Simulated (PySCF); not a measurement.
Electron correlation in Al⁺ (aluminium, charge +1)

[Ne] 3s2, closed-shell 1S. Computed with PySCF 2.14 in aug-cc-pwCVTZ, with no relativity, point nucleus. Frozen: [Ne]; 2 electrons correlated.

With two correlated electrons CCSD is exact within the correlated space (frozen core and kept virtual orbitals).

```tsv
level	correlation energy (mhartree)
CCSD	-39.80
```

Diagnostics: T1 = 0.0090, D1 = 0.0127, largest double amplitude 0.110.

Cost of the coupled-cluster step: about 1.6 core-seconds, for 2 correlated electrons.

Iterations:

```
CC2 = 0
CCSD nocc = 1, nmo = 70
frozen orbitals [0, 1, 2, 3, 4]
max_cycle = 100
direct = 0
conv_tol = 1e-08
conv_tol_normt = 1e-06
diis_space = 8
diis_start_cycle = 0
Init t2, MP2 energy = -241.701728914082  E_corr(MP2) -0.0282490619186706
Init E_corr(CCSD) = -0.0282490619258782
cycle = 1  E_corr(CCSD) = -0.0347524813788621  dE = -0.00650341945  norm(t1,t2) = 0.0471788
cycle = 2  E_corr(CCSD) = -0.0374281226218006  dE = -0.00267564124  norm(t1,t2) = 0.0223886
cycle = 3  E_corr(CCSD) = -0.0398173885949287  dE = -0.00238926597  norm(t1,t2) = 0.0110736
cycle = 4  E_corr(CCSD) = -0.039794916446995  dE = 2.24721479e-05  norm(t1,t2) = 0.000640468
cycle = 5  E_corr(CCSD) = -0.0398048279793002  dE = -9.91153231e-06  norm(t1,t2) = 5.37504e-05
cycle = 6  E_corr(CCSD) = -0.0398022831518647  dE = 2.54482744e-06  norm(t1,t2) = 1.27516e-05
cycle = 7  E_corr(CCSD) = -0.0398021881821895  dE = 9.49696752e-08  norm(t1,t2) = 1.71198e-06
cycle = 8  E_corr(CCSD) = -0.0398022764246694  dE = -8.82424799e-08  norm(t1,t2) = 4.15136e-07
cycle = 9  E_corr(CCSD) = -0.039802260415  dE = 1.60096694e-08  norm(t1,t2) = 1.11796e-07
cycle = 10  E_corr(CCSD) = -0.0398022498444678  dE = 1.05705322e-08  norm(t1,t2) = 4.41006e-08
cycle = 11  E_corr(CCSD) = -0.0398022504841217  dE = -6.39653969e-10  norm(t1,t2) = 3.07604e-09
CCSD converged
E(CCSD) = -241.7132821026477  E_corr = -0.03980225048412174
```
